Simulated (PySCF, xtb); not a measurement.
B(F)(OAc)(OH) (C2H4BFO3), SMILES CC(=O)OB(O)F. One conformer was computed; it need not be the lowest.

Harmonic wavenumbers (cm⁻¹) from GFN2-xTB in xtb at its own minimum, in rising order: 37, 73, 102, 123, 319, 374, 446, 523, 559, 593, 638, 769, 916, 970, 1005, 1006, 1167, 1245, 1353, 1364, 1434, 1438, 1813, 3030, 3046, 3070, 3618.

Task: What does PBE-D3(BJ)/def2-SVP (PySCF 2.14.0) give at its own minimum? (Estimate from the structure and the level; the computed values follow.)

Result: 36, 76, 109, 137, 329, 411, 467, 534, 567, 612, 661, 790, 931, 975, 999, 1009, 1218, 1326, 1372, 1386, 1394, 1452, 1814, 2993, 3076, 3129, 3754. Paired by order, the mean absolute difference is 26 cm⁻¹ and the zero-point energies are 44.4 and 45.1 kcal/mol.
